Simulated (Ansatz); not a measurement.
This geometry of BBrH5N (8 atoms, charge 0, multiplicity 1) is a first-order saddle point.

Method: RKS PBE0-D4/def2-mTZVP in Ansatz.

```xyz
8
Properties=species:S:1:pos:R:3
B -0.692 -0.563 0.207
Br -0.123 1.039 -2.164
H -1.695 -0.031 0.544
H -0.634 -1.638 -0.288
H 0.549 0.685 -0.624
N 0.584 0.112 0.528
H 1.430 -0.445 0.566
H 0.582 0.841 1.232
```

Which two structures does it join? (They come from a converged band through this point; their orientation in space is the band's.)

Bonds broken: B1–Br2, H5–N6. Bonds formed: Br2–H5. BBrH5N becomes BH4N + BrH.

First end point:

```xyz
8
Properties=species:S:1:pos:R:3
B -0.691 -0.342 -0.235
Br -0.437 0.106 -2.202
H -1.636 0.240 0.219
H -0.663 -1.528 -0.059
H 0.690 1.277 0.288
N 0.631 0.275 0.458
H 1.471 -0.146 0.065
H 0.633 0.118 1.465
```

Last end point:

```xyz
8
Properties=species:S:1:pos:R:3
B -0.773 -0.727 0.588
Br 0.602 1.591 -2.508
H -1.747 -0.158 0.977
H -0.809 -1.832 0.140
H 0.373 0.849 -1.282
N 0.452 -0.057 0.621
H 1.328 -0.505 0.395
H 0.575 0.840 1.068
```

How far does it lie above each of them?

1.39 eV above the first and 0.49 eV above the second. This is the barrier of this one path; another mechanism may lie lower. The orbitals stay closed-shell, which can raise the energy where a bond breaks towards radicals; this wasn't checked here.

Run time: 77 s on 2 threads of AMD EPYC 7R13 Processor (Zen 3), on a shared host, peak memory 0.2 GiB.
